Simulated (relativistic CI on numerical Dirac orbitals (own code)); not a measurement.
P⁶⁺: q coefficients

Method of calculation: Dirac-Coulomb-Breit CI, separate exchange-only KLI orbitals for each configuration, derivatives by finite differences, unscaled Slater integrals, QED left out (own radial code, finite nucleus).

Configurations in the expansion (outside the closed core 1s2): 2s2.2p5, 2s.2p6, 2s2.2p4.3s, 2s2.2p4.3p, 2s2.2p4.3d, 2p6.3s, 2p6.3p, 2s.2p5.3s. Levels of other configurations are missing.

With x = (α/α₀)² − 1 an excitation energy changes as ω = ω₀ + qx; K = 2q/ω₀ is the relative enhancement. Terms are leading LS components, so labels can repeat.

Lowest level 2s2.2p5 2P°_3/2.

```tsv
Level	ω₀ (cm⁻¹)	q (cm⁻¹)	K
2s2.2p5 2P°_1/2	7215	7251	2.01
2s.2p6 2S_1/2	469349	10930	0.0466
2s2.2p4.3s 4P_5/2	1252147	-2327	-0.00372
2s2.2p4.3s 4P_3/2	1256516	1804	0.00287
2s2.2p4.3s 4P_1/2	1259090	4486	0.00713
2s2.2p4.3s 2P_3/2	1270397	-671.4	-0.00106
2s2.2p4.3s 2P_1/2	1275527	4110	0.00644
2s2.2p4.3s 2D_5/2	1311607	1160	0.00177
2s2.2p4.3s 2D_3/2	1311709	1327	0.00202
2s2.2p4.3p 4P°_5/2	1341667	282.2	0.000421
2s2.2p4.3p 4P°_3/2	1343018	1145	0.00171
2s2.2p4.3p 4P°_1/2	1344905	3640	0.00541
2s2.2p4.3p 4D°_7/2	1354266	-394.5	-0.000583
```

At this charge configurations can still be misplaced by up to about 7 % of their energy.
